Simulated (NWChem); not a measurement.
System: InHI$_{2}$; SMILES [I][InH][I]

NWChem input:

```
start job
memory heap 200 mb stack 900 mb global 1100 mb
geometry units angstroms noautoz
  In     0.000000     0.000000    -0.952282
  H      0.000000     0.000000    -2.681368
  I     -2.267493     0.000000     0.499518
  I      2.267493     0.000000     0.499518
end
basis spherical
  In library def2-svp
  H library def2-svp
  I library def2-svp
end
ecp
  In library def2-ecp
  I library def2-ecp
end
dft
  xc xpbe96 cpbe96
  iterations 150
  mulliken
end
task dft energy
```

NWChem printed, in part:

```
             Northwest Computational Chemistry Package (NWChem) 7.3.0
             --------------------------------------------------------

 C2V symmetry detected

                             Geometry "geometry" -> ""
                             -------------------------

 Output coordinates in angstroms (scale by  1.889725989 to convert to a.u.)

  No.       Tag          Charge          X              Y              Z
 ---- ---------------- ---------- -------------- -------------- --------------
    1 In                  49.0000     0.00000000     0.00000000    -0.97539560
    2 H                    1.0000     0.00000000     0.00000000    -2.70448160
    3 I                   53.0000    -2.26749300     0.00000000     0.47640440
    4 I                   53.0000     2.26749300     0.00000000     0.47640440

 Effective nuclear repulsion energy (a.u.)    1377.9689759506

      Symmetry information
      --------------------

 Group name             C2v
 Group number             16
 Group order               4
 No. of unique centers     3

 Summary of "ao basis" -> "ao basis" (spherical)
 ------------------------------------------------------------------------------
       Tag                 Description            Shells   Functions and Types
 ---------------- ------------------------------  ------  ---------------------
 In                         def2-svp                10       26   4s4p2d
 H                          def2-svp                 3        5   2s1p
 I                          def2-svp                10       26   4s4p2d

      Symmetry analysis of basis
      --------------------------

        a1         33
        a2         10
        b1         25
        b2         15

            General Information
            -------------------
          SCF calculation type: DFT
          Wavefunction type:  closed shell.
          No. of atoms     :     4
          No. of electrons :    72
           Alpha electrons :    36
            Beta electrons :    36
          Charge           :     0
          Spin multiplicity:     1
          Use of symmetry is: on ; symmetry adaption is: on
          Maximum number of iterations: 150
          AO basis - number of functions:    83
                     number of shells:    33
          Convergence on energy requested:  1.00D-06
          Convergence on density requested:  1.00D-05
          Convergence on gradient requested:  5.00D-04

              XC Information
              --------------
          PerdewBurkeErnzerhof Exchange Functional  1.000
            Perdew 1991 LDA Correlation Functional  1.000 local
           PerdewBurkeErnz. Correlation Functional  1.000 non-local

             Grid Information
             ----------------
          Grid used for XC integration:  medium
          Radial quadrature: Mura-Knowles
          Angular quadrature: Lebedev.
          Tag              B.-S. Rad. Rad. Pts. Rad. Cut. Ang. Pts.
          ---              ---------- --------- --------- ---------
          In                  1.55      123          10.0       590
          H                   0.35       45          11.0       434
          I                   1.40      123          12.0       590
          Grid pruning is: on
          Number of quadrature shells:   291
          Spatial weights used:  Erf1

      Superposition of Atomic Density Guess
      -------------------------------------

 Sum of atomic energies:        -912.80382066

      Non-variational initial energy
      ------------------------------

 Total energy =    -783.267258
 1-e energy   =   -1954.550754
 2-e energy   =     878.784652
 HOMO         =      -0.336728
 LUMO         =      -0.034517

      Symmetry analysis of molecular orbitals - initial
      -------------------------------------------------

  Numbering of irreducible representations:

     1 a1          2 a2          3 b1          4 b2

  Orbital symmetries:

     1 a1          2 b1          3 a1          4 b1          5 a1
     6 b2          7 a2          8 b1          9 a1         10 a1
    11 b1         12 b2         13 a1         14 b1         15 a1
    16 b2         17 a2         18 b1         19 a1         20 b2
    21 a2         22 b1         23 b1         24 a1         25 a1
    26 b2         27 a2         28 a1         29 b1         30 a1
    31 b1         32 a1         33 b2         34 a2         35 b1
    36 a1         37 a1         38 b2         39 b1         40 a1
    41 a1         42 b1         43 a1         44 b2         45 a2
    46 b1

     ---------------------------------------------
      Total Density - Mulliken Population Analysis
     ---------------------------------------------

    Atom       Charge   Shell Charges
 -----------   ------   -------------------------------------------------------
    1 In  21    19.94   2.60 -0.60  0.75  0.36  3.23  2.76  0.58  0.19  9.69  0.37
    2 H    1     1.08   0.61  0.46  0.01
    3 I   25    25.49   1.83  0.22  1.23  0.68  2.92  3.13  2.68  2.79  9.83  0.18
    4 I   25    25.49   1.83  0.22  1.23  0.68  2.92  3.13  2.68  2.79  9.83  0.18

   convergence    iter        energy       DeltaE   RMS-Dens  Diis-err
 ---------------- ----- ----------------- --------- --------- ---------
 d= 0,ls=0.0,diis     1   -786.1332153171 -1.08D+03  2.62D-02  3.20D-01
 d= 0,ls=0.0,diis     2   -785.9499808617  1.83D-01  1.73D-02  1.16D+00
 d= 0,ls=0.0,diis     3   -786.1972762962 -2.47D-01  2.56D-03  2.23D-02
 d= 0,ls=0.0,diis     4   -786.2010105558 -3.73D-03  8.21D-04  1.77D-03
 d= 0,ls=0.0,diis     5   -786.2012654197 -2.55D-04  2.68D-04  2.36D-04
  Resetting Diis
 d= 0,ls=0.0,diis     6   -786.2013064317 -4.10D-05  7.25D-05  1.79D-05
 d= 0,ls=0.0,diis     7   -786.2013112029 -4.77D-06  2.03D-05  2.63D-07
 d= 0,ls=0.0,diis     8   -786.2013111507  5.22D-08  1.25D-05  6.04D-07
 d= 0,ls=0.0,diis     9   -786.2013112551 -1.04D-07  2.83D-06  2.77D-08

         Total DFT energy =     -786.201311255116
      One electron energy =    -1955.255314042310
           Coulomb energy =      938.076369919973
    Exchange-Corr. energy =      -61.521211959424
 Nuclear repulsion energy =      292.498844826645

 Numeric. integr. density =       72.000015167213

                  Occupations of the irreducible representations
                  ----------------------------------------------

                     irrep           alpha         beta
                     --------     --------     --------
                     a1               14.0         14.0
                     a2                5.0          5.0
                     b1               11.0         11.0
                     b2                6.0          6.0

                       DFT Final Molecular Orbital Analysis
                       ------------------------------------

 Vector   34  Occ=2.000000D+00  E=-2.422887D-01  Symmetry=a2
              MO Center= -5.4D-14,  6.8D-16,  4.5D-01, r^2= 7.0D+00
   Bfn.  Coefficient  Atom+Function         Bfn.  Coefficient  Atom+Function
  ----- ------------  ---------------      ----- ------------  ---------------
    43      0.430458  3 I  py                69     -0.430458  4 I  py
    46      0.390124  3 I  py                72     -0.390124  4 I  py
    40     -0.175535  3 I  py                66      0.175535  4 I  py
    37     -0.142053  3 I  py                63      0.142053  4 I  py
    17      0.070329  1 In d -2              22     -0.037804  1 In d -2

 Vector   35  Occ=2.000000D+00  E=-2.414684D-01  Symmetry=a1
              MO Center=  6.6D-14, -1.3D-16,  3.1D-01, r^2= 7.1D+00
   Bfn.  Coefficient  Atom+Function         Bfn.  Coefficient  Atom+Function
  ----- ------------  ---------------      ----- ------------  ---------------
    44      0.396932  3 I  pz                70      0.396932  4 I  pz
    47      0.352902  3 I  pz                73      0.352902  4 I  pz
    41     -0.161565  3 I  pz                67     -0.161565  4 I  pz
    38     -0.130746  3 I  pz                64     -0.130746  4 I  pz
    42      0.127367  3 I  px                68     -0.127367  4 I  px

 Vector   36  Occ=2.000000D+00  E=-2.359396D-01  Symmetry=b1
              MO Center= -8.7D-14, -1.4D-15,  4.3D-01, r^2= 7.2D+00
   Bfn.  Coefficient  Atom+Function         Bfn.  Coefficient  Atom+Function
  ----- ------------  ---------------      ----- ------------  ---------------
    42      0.310002  3 I  px                44      0.310628  3 I  pz
    68      0.310002  4 I  px                70     -0.310628  4 I  pz
    47      0.277985  3 I  pz                73     -0.277985  4 I  pz
    45      0.273030  3 I  px                71      0.273030  4 I  px
    39     -0.125586  3 I  px                41     -0.126170  3 I  pz

 Vector   37  Occ=0.000000D+00  E=-1.119043D-01  Symmetry=a1
              MO Center=  9.8D-15, -1.1D-14, -5.0D-01, r^2= 6.4D+00
   Bfn.  Coefficient  Atom+Function         Bfn.  Coefficient  Atom+Function
  ----- ------------  ---------------      ----- ------------  ---------------
     3      0.702310  1 In s                  4      0.667713  1 In s
    28     -0.407095  2 H  s                 45     -0.400758  3 I  px
    71      0.400758  4 I  px                 1     -0.349594  1 In s
    42     -0.268566  3 I  px                68      0.268566  4 I  px
    27     -0.249991  2 H  s                 35     -0.191808  3 I  s

 Vector   38  Occ=0.000000D+00  E=-1.025926D-01  Symmetry=b2
              MO Center=  1.5D-14,  1.2D-14, -8.5D-01, r^2= 4.8D+00
   Bfn.  Coefficient  Atom+Function         Bfn.  Coefficient  Atom+Function
  ----- ------------  ---------------      ----- ------------  ---------------
    12      0.629201  1 In py                15      0.523439  1 In py
    46     -0.237940  3 I  py                72     -0.237940  4 I  py
    43     -0.176321  3 I  py                69     -0.176321  4 I  py
     9     -0.160339  1 In py                 6     -0.147694  1 In py
    40      0.071796  3 I  py                66      0.071796  4 I  py

 Vector   39  Occ=0.000000D+00  E=-2.341240D-02  Symmetry=b1
              MO Center= -3.9D-15, -5.3D-16, -1.0D+00, r^2= 7.0D+00
   Bfn.  Coefficient  Atom+Function         Bfn.  Coefficient  Atom+Function
  ----- ------------  ---------------      ----- ------------  ---------------
    14      1.027403  1 In px                11      0.544124  1 In px
    35      0.420023  3 I  s                 61     -0.420023  4 I  s
    47     -0.356015  3 I  pz                73      0.356015  4 I  pz
    45      0.266534  3 I  px                71      0.266534  4 I  px
    34      0.190855  3 I  s                 60     -0.190855  4 I  s

     ---------------------------------------------
      Total Density - Mulliken Population Analysis
     ---------------------------------------------

    Atom       Charge   Shell Charges
 -----------   ------   -------------------------------------------------------
    1 In  21    20.64   2.60 -0.60  1.04  0.20  3.23  2.78  1.00  0.26  9.61  0.51
    2 H    1     1.03   0.65  0.37  0.01
    3 I   25    25.16   1.83  0.22  1.37  0.53  2.94  3.11  2.60  2.54  9.79  0.23
    4 I   25    25.16   1.83  0.22  1.37  0.53  2.94  3.11  2.60  2.54  9.79  0.23

     -------------------------------------------
      Total Density - Lowdin Population Analysis
     -------------------------------------------

    Atom       Charge   Shell Charges
 -----------   ------   -------------------------------------------------------
    1 In  21    20.96   1.39  0.55  0.74  0.45  3.03  2.84  1.03  0.65  9.35  0.93
    2 H    1     1.06   0.57  0.47  0.03
    3 I   25    24.99   1.25  0.74  1.07  0.78  2.77  3.18  2.49  2.69  9.47  0.55
    4 I   25    24.99   1.25  0.74  1.07  0.78  2.77  3.18  2.49  2.69  9.47  0.55

     Multipole analysis of the density
     ---------------------------------

     L   x y z        total         alpha         beta         nuclear
     -   - - -        -----         -----         ----         -------
     0   0 0 0     -0.000000    -36.000000    -36.000000     72.000000

     1   1 0 0     -0.000000     -0.000000     -0.000000      0.000000
     1   0 1 0     -0.000000     -0.000000     -0.000000      0.000000
     1   0 0 1     -0.615977     -0.905549     -0.905549      1.195121

     2   2 0 0    -60.152993   -489.094363   -489.094363    918.035733
     2   1 1 0     -0.000000     -0.000000     -0.000000      0.000000
     2   1 0 1      0.000000      0.000000      0.000000      0.000000
     2   0 2 0    -56.480857    -28.240429    -28.240429      0.000000
     2   0 1 1     -0.000000     -0.000000     -0.000000      0.000000
     2   0 0 2    -57.085607    -97.538635    -97.538635    137.991662
```

Level: PBE/def2-SVP with def2 effective core potentials on In, I. Structure relaxed at the PBE-D3(BJ)/def2-SVP level. def2 effective core potentials on In, I; no spin-orbit coupling.
